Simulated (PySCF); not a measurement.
disiloxane (H$_{6}$OSi$_{2}$), singlet, geometry from GFN2-xTB; BHANDHLYP/6-311G** run with PySCF.

Here is a job for PySCF.
```python
from pyscf import gto, scf, dft

mol = gto.M(
    atom='''
Si    1.58554558   -0.29465325    0.09305373
O    -0.00374610   -0.02898376   -0.03187953
Si   -1.58414102    0.30551525   -0.08108531
H     1.99636140   -0.92391127   -1.16028168
H     2.22242187    1.00620543    0.29041493
H     1.77723671   -1.17669751    1.24269936
H    -2.21375802   -0.47470673    0.98249776
H    -2.04757203   -0.09473461   -1.40797725
H    -1.72438507    1.74364671    0.14012516
''',
    basis='6-311g**',
    verbose=4,
)

mf = dft.RKS(mol)
mf.xc = 'bhandhlyp'
mf.kernel()
```

Output, abridged:

```
PySCF version 2.14.0

[INPUT] verbose = 4
[INPUT] num. atoms = 9
[INPUT] num. electrons = 42
[INPUT] charge = 0
[INPUT] spin (= nelec alpha-beta = 2S) = 0
[INPUT] symmetry False subgroup None
[INPUT] Mole.unit = angstrom
[INPUT] Symbol           X                Y                Z      unit          X                Y                Z       unit  Magmom
[INPUT]  1 Si     1.585545580000  -0.294653250000   0.093053730000 AA    2.996246904215  -0.556813944213   0.175846064569 Bohr   0.0
[INPUT]  2 O     -0.003746100000  -0.028983760000  -0.031879530000 AA   -0.007079103035  -0.054771368460  -0.060243580680 Bohr   0.0
[INPUT]  3 Si    -1.584141020000   0.305515250000  -0.081085310000 AA   -2.993592670489   0.577340149378  -0.153229028625 Bohr   0.0
[INPUT]  4 H      1.996361400000  -0.923911270000  -1.160281680000 AA    3.772576291653  -1.745939263699  -2.192614602550 Bohr   0.0
[INPUT]  5 H      2.222421870000   1.006205430000   0.290414930000 AA    4.199768667544   1.901452687750   0.548804680185 Bohr   0.0
[INPUT]  6 H      1.777236710000  -1.176697510000   1.242699360000 AA    3.358490640423  -2.223636025358   2.348361445572 Bohr   0.0
[INPUT]  7 H     -2.213758020000  -0.474706730000   0.982497760000 AA   -4.183396363859  -0.897065709188   1.856651684399 Bohr   0.0
[INPUT]  8 H     -2.047572030000  -0.094734610000  -1.407977250000 AA   -3.869350357020  -0.179022467417  -2.660691392118 Bohr   0.0
[INPUT]  9 H     -1.724385070000   1.743646710000   0.140125160000 AA   -3.258615515589   3.295014739899   0.264798175561 Bohr   0.0

nuclear repulsion = 159.877954873006
number of shells = 56
number of NR pGTOs = 169
number of NR cGTOs = 106
basis = 6-311g**
ecp = {}

******** <class 'pyscf.dft.rks.RKS'> ********
method = RKS
initial guess = minao
damping factor = 0
level_shift factor = 0
DIIS = <class 'pyscf.scf.diis.CDIIS'>
diis_start_cycle = 1
diis_space = 8
diis_damp = 0
SCF conv_tol = 1e-09
SCF conv_tol_grad = None
SCF max_cycles = 50
direct_scf = True
direct_scf_tol = 1e-13
XC library pyscf.dft.libxc version 7.1.2
    S. Lehtola, C. Steigemann, M. J. T. Oliveira, and M. A. L. Marques,  SoftwareX 7, 1–5 (2018)
XC functionals = bhandhlyp
    A. D. Becke,  J. Chem. Phys. 98, 1372 (1993)
    Defined through Gaussian implementation.
radial grids:
    Treutler-Ahlrichs [JCP 102, 346 (1995); DOI:10.1063/1.469408] (M4) radial grids

becke partition: Becke, JCP 88, 2547 (1988); DOI:10.1063/1.454033
pruning grids: <function nwchem_prune>
grids dens level: 3
symmetrized grids: False
atomic radii adjust function: <function treutler_atomic_radii_adjust>
small_rho_cutoff = 0
Set gradient conv threshold to 3.16228e-05
Initial guess from minao.
tot grids = 111296
init E= -657.838074049382
  HOMO = -0.365282677575212  LUMO = -0.0299467789255104  gap/eV = 9.12495
cycle= 1 E= -657.785791766839  delta_E= 0.0523  |g|= 0.723  |ddm|= 2.17
  HOMO = -0.248473133640473  LUMO = 0.0378379407784859  gap/eV = 7.79092
cycle= 2 E= -657.736098995132  delta_E= 0.0497  |g|= 0.896  |ddm|= 0.984
  HOMO = -0.366219928683958  LUMO = 0.0264495336519718  gap/eV = 10.68508
cycle= 3 E= -657.876096090173  delta_E= -0.14  |g|= 0.0431  |ddm|= 0.606
  HOMO = -0.360259049947463  LUMO = 0.0307658141563447  gap/eV = 10.64033
cycle= 4 E= -657.876457007434  delta_E= -0.000361  |g|= 0.0115  |ddm|= 0.0443
  HOMO = -0.361471998160702  LUMO = 0.0301054917443944  gap/eV = 10.65537
cycle= 5 E= -657.876471257615  delta_E= -1.43e-05  |g|= 0.000582  |ddm|= 0.00777
  HOMO = -0.361575288542352  LUMO = 0.0300112875584899  gap/eV = 10.65561
cycle= 6 E= -657.876471387888  delta_E= -1.3e-07  |g|= 0.000127  |ddm|= 0.00124
  HOMO = -0.361540382518583  LUMO = 0.0300341592042312  gap/eV = 10.65529
cycle= 7 E= -657.876471392943  delta_E= -5.05e-09  |g|= 1.51e-05  |ddm|= 0.000178
  HOMO = -0.361541733690851  LUMO = 0.0300331229620994  gap/eV = 10.65529
cycle= 8 E= -657.876471393013  delta_E= -6.98e-11  |g|= 1.35e-06  |ddm|= 2.33e-05
  HOMO = -0.361541786665903  LUMO = 0.0300331832077588  gap/eV = 10.65530
Extra cycle  E= -657.876471393012  delta_E= 1.14e-12  |g|= 1.25e-06  |ddm|= 1.73e-06
converged SCF energy = -657.876471393012
```
